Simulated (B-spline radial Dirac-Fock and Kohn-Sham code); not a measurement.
# Compton profile of Zr²⁶⁺

System: the Zr²⁶⁺ ion, [Ne] 3s2 3p2.

The computed values come from an atomic code on a B-spline grid: the impulse approximation on relativistic Hartree-Fock (Dirac-Fock) wave functions, averaged over the configuration. pz is in atomic units of momentum; subshell profiles are per electron, for a selection of subshells; open shells are spread over both j values by their weights.

| pz | J total | J 2s1/2 | J 2p3/2 | J 3p3/2 |
| --- | --- | --- | --- | --- |
| 0 | 0.9094 | 0.0742 | 0.0384 | 0.0930 |
| 0.3 | 0.9060 | 0.0741 | 0.0384 | 0.0930 |
| 0.4 | 0.9034 | 0.0740 | 0.0384 | 0.0930 |
| 0.5 | 0.9000 | 0.0738 | 0.0384 | 0.0930 |
| 0.6 | 0.8959 | 0.0736 | 0.0384 | 0.0930 |
| 0.8 | 0.8856 | 0.0732 | 0.0384 | 0.0929 |
| 1 | 0.8726 | 0.0726 | 0.0384 | 0.0927 |
| 1.2 | 0.8573 | 0.0719 | 0.0384 | 0.0924 |
| 1.4 | 0.8398 | 0.0711 | 0.0384 | 0.0919 |
| 1.6 | 0.8205 | 0.0701 | 0.0384 | 0.0912 |
| 1.8 | 0.7996 | 0.0691 | 0.0384 | 0.0903 |
| 2 | 0.7774 | 0.0679 | 0.0383 | 0.0891 |
| 2.5 | 0.7185 | 0.0647 | 0.0383 | 0.0845 |
| 3 | 0.6582 | 0.0609 | 0.0381 | 0.0779 |
| 4 | 0.5467 | 0.0523 | 0.0375 | 0.0599 |
| 5 | 0.4576 | 0.0432 | 0.0365 | 0.0402 |
| 7 | 0.3397 | 0.0263 | 0.0328 | 0.0132 |
| 10 | 0.2284 | 0.00999 | 0.0245 | 0.00434 |
| 15 | 0.1131 | 0.00225 | 0.0117 | 0.00349 |
| 20 | 0.05863 | 0.00182 | 0.00478 | 0.00163 |
| 30 | 0.01985 | 0.00126 | 0.000785 | 0.000258 |
| 40 | 0.008100 | 0.000582 | 0.000157 | 4.87e-05 |
| 60 | 0.001793 | 0.000120 | 1.17e-05 | 3.39e-06 |
| 100 | 0.0001864 | 1.08e-05 | < 1e-6 | < 1e-6 |

J(0) = 0.9094. The 3s1/2 subshell gives the largest part, 34 %.

Mean momentum ⟨p⟩ by subshell (a.u.): 1s1/2 35.4, 2s1/2 12.5, 2p1/2 16.7, 2p3/2 16.2, 3s1/2 6.89, 3p1/2 8.20, 3p3/2 8.07.
